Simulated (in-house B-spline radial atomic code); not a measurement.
**Ionising Ta VI (Ta5+) with different functionals**

Computed with a radial B-spline atomic code at the basis-set limit: four-component Dirac-Coulomb Hamiltonian, Fermi nucleus of rms radius 5.3507 fm, spin-restricted, spherical fractional occupations for the functionals, and exact exchange of hybrids averaged over the configuration. The ionisation energy is the difference of two self-consistent energies, [Xe] 4f14 → [Xe] 4f13, without Breit or QED terms; ε is the level of the shell that loses the electron (mean over j). The electron is taken from both j subshells in proportion to 2j + 1, so the result is a j average, not the step between ground levels.

```tsv
method	rung	ΔSCF (eV)	-ε(4f) (eV)
B3LYP	global hybrid	94.62	85.56
B97-1	global hybrid	94.57	85.70
HSE06	range-separated hybrid	94.44	85.93
CAM-B3LYP	range-separated hybrid	94.54	87.54
```

Q: Among the functionals, which spreads more, the ΔSCF values or the orbital energies?

A: The orbital energies: ΔSCF values span about 0.18 eV and the orbital energies 1.98 eV; here energy differences depend much less on the functional than eigenvalues do.

Q: How do they compare with the NIST value?

A: NIST lists 94.01 eV ± 0.05 (semi-empirical, ground level to ground level). Errors run from +0.43 to +0.61 eV; HSE06 is closest (+0.43 eV), but part of that can be cancellation, since the calculations leave out Breit-QED terms, spin polarisation, the choice among j levels, multiplet and fine-structure energies.
